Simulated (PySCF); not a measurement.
## Vibration and rotation of BeSi

ROHF-CCSD(T) constants of BeSi, ³Σ⁻ (triplet), unpaired electrons π ↑↑ (PySCF, no relativity, basis sets Be aug-cc-pVDZ, Si aug-cc-pV(D+d)Z; masses 9.0122 and 27.9769 u):

```
ωe              : 552.9 cm⁻¹
ωexe            : 6.03 cm⁻¹
Be              : 0.5295 cm⁻¹
αe              : 0.00664 cm⁻¹
D (centrifugal) : 1.94e-06 cm⁻¹
De to Be + Si   : 1.12 eV
```

Question: Give the vibrational terms G(v) and spacings up to v = 6.

Answer: G(v) = ωe(v+½) − ωexe(v+½)².

```
v  G(v) (cm⁻¹)  G(v) − G(v−1)  Bv (cm⁻¹)
0        274.9                    0.5262
1        815.8          540.8     0.5195
2       1344.6          528.8     0.5129
3       1861.3          516.7     0.5063
4       2365.9          504.7     0.4996
5       2858.5          492.6     0.4930
6       3339.1          480.5     0.4863
```

Question: How well does the Morse estimate ωe²/(4ωexe) reproduce De, and what is D0?

Answer: It gives 1.57 eV, 140 % of the computed De. D0 = De − G(0) = 1.12 − 0.03 = 1.09 eV.

Correlated steps freeze 5 core orbitals. Correlated levels converge slowly with the basis: in double zeta they bind strong bonds too weakly, by up to about 1 eV, and carry superposition errors of some tenths. The CCSD T1 diagnostic is raised, a sign that a single reference may not be enough here. The state is the lowest determinant that a PBE0 search found; another state may lie lower at other levels.
